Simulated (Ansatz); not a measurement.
Reaction (cleavage of the Si–Si bond): `O[Si](O)(Cl)[SiH](Cl)Cl` + H–F → `O[Si](O)(F)Cl` + dichlorosilane

Calculated with Ansatz (gas phase, PBE0-D4/def2-TZVP geometries, no zero-point term in ΔE). CCSD(T)/CBS is the MP2 limit (def2-TZVPP, def2-QZVPP) plus CCSD(T) − MP2 in def2-TZVPP, frozen cores. This one scheme is used for every species. Functionals use def2-TZVPP. B3LYP here is the variant with VWN-RPA as its local correlation; programs differ in this. One conformer a species, not always the lowest.

| level | ΔE (kJ/mol) | difference from CCSD(T)/CBS |
| --- | --- | --- |
| PBE-D4 | -131.0 | 26.7 |
| r2SCAN-D4 | -160.0 | -2.3 |
| PBE0-D4 | -141.1 | 16.6 |
| B3LYP-D4 | -151.9 | 5.8 |
| ωB97X-V | -159.7 | -2.0 |
| ωB97M-V | -164.6 | -6.9 |
| B2PLYP | -169.6 | -11.9 |
| PBE | -142.6 | 15.1 |
| PBE0 | -152.0 | 5.7 |
| B3LYP | -170.4 | -12.7 |
| MP2/def2-TZVPP | -162.5 | -4.8 |
| SCS-MP2/def2-TZVPP | -169.6 | -11.9 |
| CCSD/def2-TZVPP | -168.3 | -10.6 |
| CCSD(T)/def2-TZVPP | -162.1 | -4.4 |
| HF/def2-QZVPP | -202.0 | -44.3 |
| CCSD/CBS(def2) | -163.9 | -6.2 |
| CCSD(T)/CBS | -157.7 | 0 |

Largest T1 diagnostic among the species: 0.011.

From PBE to PBE0 (25 % exact exchange), in def2-TZVPP and without D4, ΔE moves by −9.5 kJ/mol. The D4 term adds +18.5 kJ/mol with B3LYP and +10.9 kJ/mol with PBE0; it sums over pairs of atoms, weighted by their polarisabilities, and B3LYP, whose exchange is more repulsive, gets the larger term.
